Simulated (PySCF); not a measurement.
# Radial density of Ru⁺ (ruthenium, charge +1)

UHF, [Kr] 4d6 5s1, high-spin 6D determinant (an excited configuration). Computed with PySCF 2.14 in aug-cc-pVDZ-PP with ECP28MDF (5s5p4d2f, 54 functions), with scalar relativity through the core potential. This is the valence pseudo-density: the core potential removes the inner electrons and smooths the orbitals near the nucleus.

```json
{"r (bohr)": "0.0213", "4πr²ρ (e/bohr)": "1.202e-05", "4πr²(ρα − ρβ)": "0.0000"}
{"r (bohr)": "0.0359", "4πr²ρ (e/bohr)": "3.122e-05", "4πr²(ρα − ρβ)": "0.0000"}
{"r (bohr)": "0.0603", "4πr²ρ (e/bohr)": "7.895e-05", "4πr²(ρα − ρβ)": "0.0000"}
{"r (bohr)": "0.102", "4πr²ρ (e/bohr)": "0.0003016", "4πr²(ρα − ρβ)": "0.0000"}
{"r (bohr)": "0.171", "4πr²ρ (e/bohr)": "0.002964", "4πr²(ρα − ρβ)": "0.0007"}
{"r (bohr)": "0.287", "4πr²ρ (e/bohr)": "0.05968", "4πr²(ρα − ρβ)": "0.0150"}
{"r (bohr)": "0.483", "4πr²ρ (e/bohr)": "1.574", "4πr²(ρα − ρβ)": "0.2805"}
{"r (bohr)": "0.812", "4πr²ρ (e/bohr)": "11.56", "4πr²(ρα − ρβ)": "2.0003"}
{"r (bohr)": "1.37", "4πr²ρ (e/bohr)": "9.453", "4πr²(ρα − ρβ)": "2.8471"}
{"r (bohr)": "2.30", "4πr²ρ (e/bohr)": "1.962", "4πr²(ρα − ρβ)": "1.2389"}
{"r (bohr)": "3.87", "4πr²ρ (e/bohr)": "0.3064", "4πr²(ρα − ρβ)": "0.2707"}
{"r (bohr)": "6.50", "4πr²ρ (e/bohr)": "0.01219", "4πr²(ρα − ρβ)": "0.0119"}
{"r (bohr)": "10.9", "4πr²ρ (e/bohr)": "8.367e-05", "4πr²(ρα − ρβ)": "0.0001"}
```

Energies and moments cover only the electrons outside the core potential.
